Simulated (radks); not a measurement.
Q: The mean radii <r> (bohr) of the occupied orbitals of an atom or ion are listed with their occupations. Method: Dirac Kohn-Sham, LDA (Slater exchange, Perdew-Wang correlation), spin-unpolarised, spherical densities, point nucleus; computed with a radial shooting solver on a logarithmic mesh with Libxc functionals.

orbital  occ.     <r>
1s1/2       2  0.1116
2s1/2       2  0.5682
2p1/2       2  0.5333
2p3/2       4  0.5355
3s1/2       1   1.841

Name the element and its charge. Open shells, if any, are shared by 2j + 1.

A: Z = 14, silicon, charge +3: Si3+ in [Ne] 3s1. The 1s radius gives Z: for a bare nucleus <r> = (2 gamma + 1)/(2Z) with gamma = sqrt(1 - (Z/c)^2), 0.1068 bohr for Z = 14, and screening makes it slightly larger (0.1116 here). The occupations add up to 11, and the charge is Z minus that.
